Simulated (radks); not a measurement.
Task: Radial electron density D(r) = 4 pi r^2 rho(r) of an atom or ion with 43 electrons. All-electron calculation, scalar-relativistic Kohn-Sham, PBE, spin-unpolarised, spherical densities, point nucleus. Program: a radial shooting solver on a logarithmic mesh with Libxc functionals.

```
   r/bohr * D(r) (the largest magnitude, 122, reaches the edge; | marks zero)
 0.001063 |  *
 0.001198 |  *
 0.001351 |   *
 0.001535 |    *
 0.001731 |     *
 0.001952 |      *
 0.002218 |       *
 0.002501 |         *
  0.00282 |          *
 0.003179 |            *
 0.003613 |               *
 0.004074 |                 *
 0.004593 |                    *
 0.005221 |                       *
 0.005886 |                          *
 0.006637 |                             *
 0.007483 |                                *
 0.008505 |                                  *
 0.009589 |                                     *
  0.01081 |                                       *
  0.01229 |                                        *
  0.01385 |                                        *
  0.01562 |                                        *
  0.01761 |                                       *
  0.02002 |                                      *
  0.02257 |                                    *
  0.02545 |                                    *
  0.02892 |                                    *
  0.03261 |                                     *
  0.03677 |                                        *
  0.04146 |                                            *
  0.04712 |                                                *
  0.05312 |                                                    *
   0.0599 |                                                      *
  0.06808 |                                                      *
  0.07676 |                                                   *
  0.08654 |                                               *
  0.09758 |                                           *
   0.1109 |                                         *
    0.125 |                                         *
    0.141 |                                            *
   0.1602 |                                               *
   0.1807 |                                                *
   0.2037 |                                            *
   0.2297 |                                     *
    0.261 |                           *
   0.2943 |                    *
   0.3318 |                 *
   0.3771 |                 *
   0.4252 |                   *
   0.4794 |                  *
   0.5406 |                *
   0.6144 |           *
   0.6927 |      *
    0.781 |   *
   0.8877 |*
    1.001 *
    1.128 *
    1.272 *
    1.446 *
     1.63 *
```

What is the nuclear charge?

Result: Z = 68. The innermost maximum, from 1s, lies near gamma/Z bohr with gamma = sqrt(1 - (Z/c)^2) = 0.868, here 0.0128 bohr (found: 0.0140), and its height grows with Z. The density is that of the erbium ion Er25+ in [Kr] 4d7; the configuration itself is not fixed sharply by these data, and Z only to a few units. D(r) has 4 maxima, at r = 0.0140, 0.0628, 0.172, 0.446 bohr, and minima at 0.0267, 0.115, 0.348 bohr, inside which lie 1.92, 11.16, 29.09 electrons.
